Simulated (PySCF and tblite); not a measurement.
C6H9NOSi, numbered as in [N:1]#[C:2][C@@H:3]1[CH2:4][C@H:5]([SiH3:6])[CH2:7][C:8]1=[O:9].

First level. Conformers came from 60 starts (ETKDG and KDG, MMFF94s, GFN2-xTB); geometries are GFN2-xTB. Energies: PBE0-D3(BJ)/pcSseg-1, with GFN2-xTB thermal terms (modes under about 100 cm⁻¹ blended into free rotors). Symmetry numbers and mirror images are counted. Conformers within 2.5 kcal/mol (GFN2-xTB free energy) were kept, 6 at most. GIAO shieldings: PBE0/pcSseg-1. Shifts are against TMS (¹H), TMS (¹³C), TMS (²⁹Si), NH3 (¹⁵N) at the same level; of two unlike H on one atom, a is the less shielded. Run with PySCF (density fitting) and tblite.

It gives, at 298.15 K, with 2 conformers (largest weight 98 %): ¹H: 3.94 (H6, 3H), 2.84 (H3, 1H), 2.68 (H4a, 1H), 2.45 (H7a, 1H), 2.13 (H7b, 1H), 1.99 (H4b, 1H), 1.28 (H5, 1H) ppm. ¹³C: 214.2 (C8), 122.1 (C2), 45.3 (C7), 38.0 (C4), 37.9 (C3), 19.8 (C5) ppm. ²⁹Si: -62.8 (Si6) ppm. ¹⁵N: 301.5 (N1) ppm.

Second level: GFN2-xTB geometries, energies LC-wPBE-D3(BJ)/pcSseg-1 (IEF-PCM, tetrahydrofuran), shieldings LC-wPBE/pcSseg-1 (IEF-PCM, tetrahydrofuran), on up to 6 of the same conformers.

Q: How do the averaged shifts change?

A: 
```tsv
signal	first	second	change (ppm)
H3	2.84	3.15	0.31
H4a	2.68	2.78	0.10
H4b	1.99	2.08	0.09
H5	1.28	1.48	0.20
H6	3.94	3.83	-0.11
H7a	2.45	2.55	0.09
H7b	2.13	2.28	0.15
C2	122.1	132.5	10.4
C3	37.9	38.6	0.6
C4	38.0	35.8	-2.2
C5	19.8	17.3	-2.5
C7	45.3	46.0	0.7
C8	214.2	226.0	11.8
Si6	-62.8	-59.6	3.1
```

The largest weight becomes 99 %.

Unscaled ²⁹Si and ¹⁵N shifts at such levels can be off by tens of ppm; differences between conformers or isomers are more reliable. Shifts are unscaled: against experiment ¹³C can be off by 15 ppm or more and ¹H by 0.8 ppm.


¹⁵N shifts are against a computed isolated NH3 molecule, about 20 ppm from the liquid.